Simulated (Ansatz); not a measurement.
Ge₃H₅⁻, relaxed as a singlet with RKS PBE-D4/def2-SVPD in Ansatz, starting from the GFN1-xTB geometry. Force threshold 0.02 eV/Å.

The restricted singlet is unstable towards broken spin symmetry in Hartree–Fock (as tested in another run); at PBE-D4/def2-SVPD this wasn't settled. The structure comes from a short search, and lower isomers may exist.

Start:

Cartesian coordinates in Å:
```
Ge -0.1017 0.2425 -1.9754
Ge 1.1103 -0.5031 1.7637
Ge -0.6176 -0.0734 0.2119
H -1.3871 -1.3327 0.1570
H 0.3900 1.5987 -2.3485
H 1.5132 0.8862 2.1843
H 0.2756 -0.8170 2.9785
H -1.1828 -0.0013 -2.9716
```

Task: Estimate the energy that the relaxation releases and the steps that it takes.

Result: 0.60 eV, in 8 steps; 13 s on 4 threads of Arm Neoverse V1 on a shared host. No frequencies were taken in this run, so the end may be a saddle point.

Task: Does the start keep its bonding?

Result: By distances, no bond broke or formed. The bond that changes most is Ge1–Ge3, from 2.27 to 2.42 Å (atoms count from 1).

Task: Predict the relaxed structure.

Result: 
```xyz
8

Ge    0.033    0.115   -2.299
Ge    1.141   -0.538    1.930
Ge   -0.361   -0.263    0.055
H    -1.365   -1.500    0.126
H     0.409    1.665   -2.313
H     1.589    0.970    2.197
H     0.041   -0.675    3.081
H    -1.488    0.227   -2.776
```
Bond lengths: 2 × Ge–Ge 2.42 Å; 5 × Ge–H 1.59 to 1.60 Å.
